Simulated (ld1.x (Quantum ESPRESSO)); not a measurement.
# What one change does to a pseudopotential (B (Z = 5), ultrasoft)

| Property | Result |
| --- | --- |
| Element | boron (B) |
| Generator | ld1.x (Quantum ESPRESSO) 7.5 |
| Type | ultrasoft |
| Functional | PBE |
| Relativity | scalar-relativistic |
| Frozen core | [He] |
| Valence charge | 3 |
| Reference configuration | 2s1.5 2p0 (charge +1.5) |
| Partial waves | 2s (bound): rcut 1.25, rcutus 1.35 bohr; 2s channel at 3.15 Ry: rcut 1.25, rcutus 1.35 bohr; 2p (bound, empty): rcut 1.75, rcutus 2.00 bohr; 2p channel at 1.15 Ry: rcut 1.75, rcutus 2.00 bohr; 3d channel at 0.1 Ry: rc 1.60 bohr |
| Local potential | the d channel |
| Core correction | none |
| Augmentation charge | PSQ, inside the norm-conserving radii |

Change: wave 2p channel at 1.15 Ry: rcut 1.75, rcutus 2.00 bohr becomes 2p channel at 6.25 Ry: rcut 1.75, rcutus 2.00 bohr.

Cutoffs: the cutoffs (Ry, on a coarse ladder) from which the occupation-weighted sum of valence levels, in a spherical-Bessel basis at the reference potential, stays within 10 and 1 mRy of its value at 400 Ry; they do not see the model core or the augmentation charge, which bear on the density cutoff. Errors are all-electron minus pseudo energies relative to the spin-unpolarised reference configuration.

**Question.** What does the change do?

**Answer.** The potential gets neither clearly harder nor softer (12 Ry and 21 Ry → 12 Ry and 21 Ry); the errors of the 7 common tests hardly move; neither file shows a bound ghost.

| quantity | base | changed |
| --- | --- | --- |
| cutoff, loose | 12 Ry | 12 Ry |
| cutoff, tight | 21 Ry | 21 Ry |
| bound ghosts | none | none |
| error for 2s2 2p1, meV [ΔE -19.43 eV] | +57 | +52 |
| error for 2s2 2p0, meV [ΔE -11.21 eV] | +3.7 | +3.7 |
| error for 2s1 2p0, meV [ΔE 14.21 eV] | +8.4 | +8.4 |
| error for 2s2 2p0.5, meV [ΔE -16.54 eV] | +30 | +29 |
| error for 2s0 2p3, meV [ΔE -7.71 eV] | +184 | +174 |
| error for 2s1 2p1, meV [ΔE -5.07 eV] | +52 | +51 |
| error for 2s1 2p2, meV [ΔE -13.58 eV] | +114 | +107 |
| s: phases at 2.19 bohr within 0.05 rad from the reference energy up to (Ry; the scan ends near 5) | to the end of the scan | to the end of the scan |
| p: phases at 2.19 bohr within 0.05 rad from the reference energy up to (Ry; the scan ends near 5) | 1.9 | 1.5 |
| d: phases at 2.19 bohr within 0.05 rad from the reference energy up to (Ry; the scan ends near 5) | to the end of the scan | to the end of the scan |
| lowest overlap eigenvalue by channel | s 0.54, p 0.36 | s 0.54, p 0.77 |
